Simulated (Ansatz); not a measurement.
Stepwise reaction of germanium tetrachloride with hydrogen sulfide, as a gas-phase model of exchange steps in deposition or etching. ΔE in kJ/mol; ΔG adds harmonic PBE0-D4 terms to CCSD(T)/CBS, at 1 bar.

Calculated with Ansatz (gas phase, PBE0-D4/def2-TZVP geometries, no zero-point term in ΔE). CCSD(T)/CBS adds triple-zeta CCSD(T) − MP2 to the extrapolated MP2 energy (def2 sets, frozen cores). This one scheme is used for every species. Functionals use def2-TZVPP. B3LYP here is the variant with VWN-RPA as its local correlation; programs differ in this. For Ge outer-core shells are correlated without core-valence functions, which leaves a few kJ/mol of doubt a bond. Scalar relativity is left out up to krypton. One conformer a species, not always the lowest.

```json
{"step": "1", "reaction": "`[Cl][Ge]([Cl])([Cl])[Cl]` + H₂S → `[SH][Ge]([Cl])([Cl])[Cl]` + HCl", "PBE-D4": "12.1", "B3LYP-D4": "15.8", "ωB97M-V": "17.8", "CCSD(T)/CBS": "14.3", "ΔG(600 K)": "3.3"}
{"step": "2", "reaction": "`[SH][Ge]([Cl])([Cl])[Cl]` + H₂S → `[SH][Ge]([SH])([Cl])[Cl]` + HCl", "PBE-D4": "14.3", "B3LYP-D4": "18.5", "ωB97M-V": "20.3", "CCSD(T)/CBS": "16.6", "ΔG(600 K)": "22.9"}
{"step": "3", "reaction": "`[SH][Ge]([SH])([Cl])[Cl]` + H₂S → `[SH][Ge]([SH])([SH])[Cl]` + HCl", "PBE-D4": "15.3", "B3LYP-D4": "19.2", "ωB97M-V": "21.1", "CCSD(T)/CBS": "17.3", "ΔG(600 K)": "17.3"}
{"step": "4", "reaction": "`[SH][Ge]([SH])([SH])[Cl]` + H₂S → `[SH][Ge]([SH])([SH])[SH]` + HCl", "PBE-D4": "19.7", "B3LYP-D4": "23.4", "ωB97M-V": "25.1", "CCSD(T)/CBS": "20.7", "ΔG(600 K)": "27.4"}
```

(1) By hand: ΔE of the 4 steps together at CCSD(T)/CBS.

Results:

(1) (14.3) + (16.6) + (17.3) + (20.7) = 68.9 kJ/mol, or 17.2 kJ/mol a step.

In ΔE step 1 is the lowest and step 4 the highest. All are uphill at CCSD(T)/CBS. ΔG lies between 3.3 and 27.4 kJ/mol a step. PBE-D4 differs from CCSD(T)/CBS by -2.3 to -1.0 kJ/mol a step. Isolated molecules leave out the surface, adducts and barriers. Largest T1 diagnostic: 0.011.
